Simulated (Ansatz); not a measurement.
Ansatz (a program for electronic structure) input (HF/6-31G*):

Ansatz 0.2 input:
```yaml
crystal:
  periodic: [false, false, false]
  atoms:
    - {symbol: O, position_ang: [-1.11126500, -0.41762200, -1.24335600]}
    - {symbol: Si, position_ang: [-0.11200200, -0.04641100, -0.13793600]}
    - {symbol: O, position_ang: [1.51897400, -0.18560200, -0.51048800]}
    - {symbol: F, position_ang: [-0.21784200, -0.87368400, 1.27585000]}
    - {symbol: F, position_ang: [-0.20103100, 1.47492500, 0.47196800]}
    - {symbol: H, position_ang: [2.07621200, 0.06437700, 0.23149700]}
basis:
  gaussian:
    orbitals: 6-31G*
hamiltonian:
  xc: {name: HF}
total_charge: -1
relax: {f_tol: 0.003, max_steps: 120}
```

Output:

```
Functional definition: HF
integrals: 0.02 GiB planned
751 factors; integrals over basis functions are off by at most 3.4e-4 eV
mean field: 0.20 GiB planned
mean field evaluation 1: about -17367.0042 eV, gradient 4.1e1 eV
mean field evaluation 2: about -17367.0637 eV, gradient 4.1e1 eV
mean field evaluation 4: about -17370.3354 eV, gradient 3.4e0 eV
mean field evaluation 8: about -17370.3671 eV, gradient 7.7e-2 eV
mean field -17370.36710539 eV, -638.3492170654 hartree, gradient 1.6e-5 eV, S^2 0.000000; 0 other end points of the search recorded, 0 dependent functions left out
the calculation of the forces begins
reference -17370.36710539 eV, -638.3492170654 hartree; 25, 25 occupied and 56, 56 virtual orbitals, 751 factors
relax step   1: F+E_penalty+E_count = -17370.36710539 eV  Δ(F+E_penalty+E_count) = +0.000e0 eV  max|allowed force component| = 8.189e-1 eV/Å  Δτ_max = 0.0000 Å  (36 SCF iters, accepted)
these checks for a lower state are left out or cut short: starts, cluster_reference, orbital_swaps, neighbouring_geometries, increment
integrals: 0.02 GiB planned
751 factors; integrals over basis functions are off by at most 3.3e-4 eV
mean field: 0.20 GiB planned
mean field evaluation 16: about -17370.3921 eV, gradient 4.4e-1 eV
mean field -17370.39250993 eV, -638.3501506651 hartree, gradient 2.7e-5 eV, S^2 0.000000; 0 other end points of the search recorded, 0 dependent functions left out
the calculation of the forces begins
reference -17370.39250993 eV, -638.3501506651 hartree; 25, 25 occupied and 56, 56 virtual orbitals, 751 factors
relax step   2: F+E_penalty+E_count = -17370.39250993 eV  Δ(F+E_penalty+E_count) = -2.540e-2 eV  max|allowed force component| = 3.673e-1 eV/Å  Δτ_max = 0.0139 Å  (35 SCF iters, accepted)
these checks for a lower state are left out or cut short: starts, cluster_reference, orbital_swaps, neighbouring_geometries, increment
integrals: 0.02 GiB planned
751 factors; integrals over basis functions are off by at most 3.2e-4 eV
mean field: 0.20 GiB planned
mean field -17370.39869417 eV, -638.3503779316 hartree, gradient 2.6e-5 eV, S^2 0.000000; 0 other end points of the search recorded, 0 dependent functions left out
the calculation of the forces begins
reference -17370.39869417 eV, -638.3503779316 hartree; 25, 25 occupied and 56, 56 virtual orbitals, 751 factors
relax step   3: F+E_penalty+E_count = -17370.39869417 eV  Δ(F+E_penalty+E_count) = -6.184e-3 eV  max|allowed force component| = 3.849e-2 eV/Å  Δτ_max = 0.0118 Å  (35 SCF iters, accepted)
these checks for a lower state are left out or cut short: starts, cluster_reference, orbital_swaps, neighbouring_geometries, increment
integrals: 0.02 GiB planned
751 factors; integrals over basis functions are off by at most 3.2e-4 eV
mean field: 0.20 GiB planned
mean field evaluation 32: about -17370.3987 eV, gradient 1.4e-5 eV
mean field -17370.39873344 eV, -638.3503793747 hartree, gradient 1.1e-5 eV, S^2 0.000000; 0 other end points of the search recorded, 0 dependent functions left out
the calculation of the forces begins
reference -17370.39873344 eV, -638.3503793747 hartree; 25, 25 occupied and 56, 56 virtual orbitals, 751 factors
relax step   4: F+E_penalty+E_count = -17370.39873344 eV  Δ(F+E_penalty+E_count) = -3.927e-5 eV  max|allowed force component| = 6.705e-3 eV/Å  Δτ_max = 0.0008 Å  (25 SCF iters, accepted)
these checks for a lower state are left out or cut short: starts, cluster_reference, orbital_swaps, neighbouring_geometries, increment
integrals: 0.02 GiB planned
751 factors; integrals over basis functions are off by at most 3.2e-4 eV
mean field: 0.20 GiB planned
mean field -17370.39874663 eV, -638.3503798594 hartree, gradient 7.5e-5 eV, S^2 0.000000; 0 other end points of the search recorded, 0 dependent functions left out
the calculation of the forces begins
reference -17370.39874663 eV, -638.3503798594 hartree; 25, 25 occupied and 56, 56 virtual orbitals, 751 factors
relax step   5: F+E_penalty+E_count = -17370.39874663 eV  Δ(F+E_penalty+E_count) = -1.319e-5 eV  max|allowed force component| = 5.860e-3 eV/Å  Δτ_max = 0.0008 Å  (22 SCF iters, accepted)
these checks for a lower state are left out or cut short: starts, cluster_reference, orbital_swaps, neighbouring_geometries, increment
integrals: 0.02 GiB planned
751 factors; integrals over basis functions are off by at most 3.2e-4 eV
mean field: 0.20 GiB planned
mean field -17370.39874938 eV, -638.3503799606 hartree, gradient 4.6e-5 eV, S^2 0.000000; 0 other end points of the search recorded, 0 dependent functions left out
the calculation of the forces begins
reference -17370.39874938 eV, -638.3503799606 hartree; 25, 25 occupied and 56, 56 virtual orbitals, 751 factors
relax step   6: F+E_penalty+E_count = -17370.39874938 eV  Δ(F+E_penalty+E_count) = -2.754e-6 eV  max|allowed force component| = 2.760e-3 eV/Å  Δτ_max = 0.0005 Å  (21 SCF iters, accepted)
integrals: 0.02 GiB planned
751 factors; integrals over basis functions are off by at most 3.2e-4 eV
mean field: 0.20 GiB planned
mean field -17370.39874938 eV, -638.3503799606 hartree, gradient 4.6e-5 eV, S^2 0.000000; 1 other end points of the search recorded, 0 dependent functions left out
the calculation of the forces begins
reference -17370.39874938 eV, -638.3503799606 hartree; 25, 25 occupied and 56, 56 virtual orbitals, 751 factors
Total energy: -17370.39874938 eV, -638.3503799606 hartree
Atom 0 at    -1.109394    -0.412079    -1.227124 Å, force     0.000751     0.000512     0.001511 eV/Å
Atom 1 at    -0.111965    -0.047900    -0.142285 Å, force     0.000348    -0.000947    -0.002760 eV/Å
Atom 2 at     1.514931    -0.181842    -0.499587 Å, force    -0.000999    -0.000189    -0.000572 eV/Å
Atom 3 at    -0.205844    -0.864989     1.257233 Å, force     0.000109     0.000071     0.000436 eV/Å
Atom 4 at    -0.189227     1.456494     0.462636 Å, force     0.000110     0.000210     0.000389 eV/Å
Atom 5 at     2.054546     0.066300     0.236662 Å, force    -0.000320     0.000343     0.000995 eV/Å
Dipole moment:     0.686118     0.234534     0.699557 e Å
```

The dipole moment of an ion depends on the origin.

The geometry given is a B3LYP-D3(BJ)/def2-TZVP minimum.
